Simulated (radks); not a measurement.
Values are calculated unless marked as measured or tabulated.
Spherical quantum dot in the effective-mass picture: electrons in a parabolic well V = omega^2 r^2 / 2 with omega = 0.32, all in effective atomic units (hartree* = m*/eps^2 hartree, bohr* = eps/m* bohr), one dielectric constant everywhere. Level of theory: non-relativistic Kohn-Sham, LDA (Slater exchange, Perdew-Wang correlation), spin-polarised, spherical densities (a radial shooting solver with Libxc functionals). Levels are named by radial order and angular momentum (1s, 1p, 1d, 2s, ...), and open shells are averaged over m. Results are scaled to m* = 0.41 and eps = 17.7, for which hartree* = 35.61 meV and bohr* = 2.284 nm.

N = 16, configuration 1s2 1p6 1d(up 5, down 3). This is the lowest configuration that the search found. Occupied and some empty levels:

| level | occupation | eigenvalue (meV) | <r> (nm) |
|---|---|---|---|
| 1s up | 1 | 147.75 | 7.591 |
| 1s down | 1 | 148.14 | 7.498 |
| 1p up | 3 | 151.92 | 9.250 |
| 1p down | 3 | 152.41 | 9.230 |
| 1d up | 5 | 156.89 | 10.36 |
| 1d down | 3 | 157.40 | 10.37 |
| 2s up | 0 | 158.57 | 8.581 |
| 2s down | 0 | 158.85 | 8.635 |
| 1f up | 0 | 162.58 | 11.22 |
| 1f down | 0 | 163.08 | 11.25 |
| 2p up | 0 | 165.26 | 9.683 |
| 2p down | 0 | 165.57 | 9.693 |

Energy (meV): total 1528.49, kinetic 127.87, external 556.20, Hartree 977.24, exchange-correlation -132.81.

Electron density:

| r (nm) | n(r) (e/nm^3) |
|---|---|
| 0.900 | 0.001067 |
| 1.90 | 0.001175 |
| 2.91 | 0.001359 |
| 3.91 | 0.001606 |
| 4.91 | 0.001886 |
| 5.91 | 0.002146 |
| 6.92 | 0.002321 |
| 7.92 | 0.002350 |
| 8.92 | 0.002193 |
| 9.92 | 0.001858 |
| 10.9 | 0.001409 |
| 11.9 | 0.0009423 |
| 12.9 | 0.0005497 |
| 13.9 | 0.0002775 |
| 14.9 | 0.0001207 |
| 15.9 | 0.00004511 |
| 16.9 | 0.00001447 |
| 17.9 | 4.003e-06 |
| 18.9 | 9.531e-07 |
| 20.0 | 1.958e-07 |
